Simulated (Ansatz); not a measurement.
CH4 beside H2: one fragment in the basis of the whole pair (the partner's atoms are ghosts).

Input (in.yaml):

```yaml
crystal:
  periodic: [false, false, false]
  atoms:
    - {symbol: H, position_ang: [0.142597, -0.036769, 2.274482]}
    - {symbol: H, position_ang: [0.270893, 0.135051, 2.989257]}
basis:
  gaussian:
    orbitals: "def2-TZVPPD.json"
    ghost_atoms:
      - {symbol: C, position_ang: [-0.082631, -0.019799, -1.052510]}
      - {symbol: H, position_ang: [-0.238572, 0.835318, -1.709605]}
      - {symbol: H, position_ang: [0.056706, -0.918777, -1.652285]}
      - {symbol: H, position_ang: [-0.952499, -0.144803, -0.407993]}
      - {symbol: H, position_ang: [0.803508, 0.149680, -0.441246]}
hamiltonian: {xc: {name: revPBE}, dispersion: d4}
```

The basis file named in the input lies beside it (Basis Set Exchange, JSON).

Launched with

```bash
ansatz run in.yaml --threads 2 --pin off --events-out ev --progress --plain --max-ram 5222MiB
```

The run's output (Ansatz 0.2.0):

```
Functional definition: revPBE
  name "revPBE"
  cite "Zhang & Yang, Phys. Rev. Lett. 80, 890 (1998) doi:10.1103/PhysRevLett.80.890"
  cite "Perdew, Burke & Ernzerhof, Phys. Rev. Lett. 77, 3865 (1996) doi:10.1103/PhysRevLett.77.3865"
  parameter kappa = 1.245
  parameter beta = 0.06672455060314922
  exchange = pbe_x(kappa = kappa, mu = beta*pi^2/3)
  correlation = pbe_c(beta = beta)
482 factors; their error is unknown
mean field evaluation 1: about -31.7021 eV, gradient 9.2e0 eV
mean field evaluation 2: about -31.9782 eV, gradient 3.2e0 eV
mean field evaluation 4: about -32.0199 eV, gradient 6.7e-2 eV
mean field evaluation 8: about -32.0168 eV, gradient 3.5e-3 eV
mean field -32.01677600 eV, -1.1765948162 hartree, gradient 2.0e-5 eV, S^2 0.000000; 0 other end points of the search recorded, 0 dependent functions left out
reference -32.01680616 eV, -1.1765959247 hartree; 1, 1 occupied and 138, 138 virtual orbitals, 482 factors
Total energy: -32.02755275 eV, -1.1769908546 hartree
```

The run took about 0.65 s on 2 CPU threads of an Arm Neoverse V1 (shared host).
